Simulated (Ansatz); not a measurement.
C2H6ClFSi (SMILES C[Si](C)(F)Cl), singlet, geometry from GFN2-xTB; SC-NEVPT2/STO-3G, CASSCF(6,6) (Ansatz, a quantum-chemistry and plane-wave program).

Input for Ansatz:
Ansatz 0.2 input:
```yaml
crystal:
  periodic: [false, false, false]
  atoms:
    - {symbol: C, position_ang: [1.70569184, -1.07396132, 0.08223576]}
    - {symbol: Si, position_ang: [0.10765350, -0.07541128, 0.26308692]}
    - {symbol: C, position_ang: [-1.22206329, -0.89698845, 1.33098209]}
    - {symbol: F, position_ang: [0.50924141, 1.30843102, 1.00851337]}
    - {symbol: Cl, position_ang: [-0.62446588, 0.47852683, -1.53191197]}
    - {symbol: H, position_ang: [2.44567484, -0.52444800, -0.49404182]}
    - {symbol: H, position_ang: [1.53462134, -2.02007521, -0.42199178]}
    - {symbol: H, position_ang: [2.14213638, -1.29116905, 1.05267021]}
    - {symbol: H, position_ang: [-2.08900049, -0.25034225, 1.44008824]}
    - {symbol: H, position_ang: [-1.56382261, -1.83278478, 0.89955676]}
    - {symbol: H, position_ang: [-0.84578245, -1.11055949, 2.32707757]}
basis:
  gaussian:
    orbitals: STO-3G
magnetization: {spin_polarized: false}
correlation: {method: sc_nevpt2, electrons: all, active_space: {window: {electrons: 6, orbitals: 6}}}
```

What the program printed (banner, timings and long lists left out):

```
Functional definition: HF
486 factors; integrals over basis functions are off by at most 4.1e-5 eV
mean field evaluation 1: about -24940.8037 eV, gradient 2.3e1 eV
mean field evaluation 2: about -24940.9185 eV, gradient 2.3e1 eV
mean field evaluation 4: about -24943.3024 eV, gradient 1.3e0 eV
mean field evaluation 8: about -24943.3133 eV, gradient 1.8e-2 eV
mean field -24943.31333155 eV, -916.6498577495 hartree, gradient 1.1e-6 eV, S^2 0.000000; 0 other end points of the search recorded, 0 dependent functions left out
reference -24943.31333155 eV, -916.6498577495 hartree; 29, 29 occupied and 10, 10 virtual orbitals, 486 factors
state -24944.51802476 eV, -916.6941294084 hartree
state -24944.51802476 eV, -916.6941294084 hartree; corrected -24947.99617020 eV, -916.8219488956 hartree
Total energy: -24947.99617020 eV, -916.8219488956 hartree
```
